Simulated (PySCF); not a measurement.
**One molecule, a ladder of functionals, a line**

Molecule: SMILES F[SiH](F)F, F₃HSi.

Bonds (- single, = double, # triple, : aromatic): F1-Si2 1.599 Å, Si2-F3 1.598 Å, Si2-F4 1.599 Å. Si2 carries H5.

GIAO shieldings (ppm, equivalent atoms averaged) in PySCF 2.14.0 with density-fitted response routines on the PBE0-D3(BJ)/def2-SVP geometry, basis pcSseg-2, gas phase, non-relativistic:

```tsv
functional	exact exchange (%)	σ(F1/F3/F4)	σ(Si2)
BLYP	0	297.6	392.2
BP86	0	296.9	394.9
PBE	0	295.5	394.8
PBE0	25	312.4	413.1
mPW1PW91	25	313.5	413.1
BHandHLYP	50	326.9	428.1
HF	100	350.9	467.8
```

Question: Fit each shielding as a line in the percentage of exact exchange.

Answer: σ(F1/F3/F4) = 297.7 + 0.55 x (rms 1.5 ppm); σ(Si2) = 394.0 + 0.73 x (rms 1.3 ppm). The functionals also differ in their semilocal parts, which the line can't hold; Hartree–Fock has no correlation at all.

Question: What does the line predict for B3LYP (20 %), and what does the run give?

Answer: σ(F1/F3/F4): 308.7 predicted, 310.5 computed; σ(Si2): 408.6 predicted, 406.2 computed ppm.
